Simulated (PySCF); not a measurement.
## Ionisation energy of Pm³⁷⁺ by level of theory

Pm³⁷⁺ [Ar] 3d6 (5D) → Pm³⁸⁺ [Ar] 3d5 (6S), as a difference of total energies. Calculation: PySCF 2.14, in an uncontracted even-tempered set (18 s from 6.6 bohr⁻², ratio 2.5; 12 p from 8.6 bohr⁻², ratio 2.5; 8 d from 8.6 bohr⁻², ratio 2.5; 4 f from 34 bohr⁻², ratio 2.7; 3 g from 51 bohr⁻², ratio 2.7); scalar relativity by spin-free X2C-1e. Correlated levels: outer shells: [Ne] frozen; virtual orbitals above 40 to 60 times the deepest correlated orbital energy dropped. The calculations carry no spin-orbit coupling.

| method | ionisation energy (eV) |
| --- | --- |
| UHF | 2648.8 |
| LDA | 2650.9 |
| PBE | 2651.9 |
| PBE0 | 2651.7 |
| r2SCAN | 2652.0 |
| B2PLYP | 2651.2 |
| TPSSh | 2651.5 |
| MP2 (outer shells) | 2650.1 |
| SCS-MP2 (outer shells) | 2650.3 |

Spin-orbit coupling is strong in these open shells (close to jj coupling). The scalar numbers leave it out and a first-order estimate fails, so it can dominate the gap to the real levels.

Breit and QED terms and the two-electron picture change are absent.

For comparison: 2652 ± 4 eV (theoretical estimate listed by NIST; NIST Atomic Spectra Database, ionization energies).
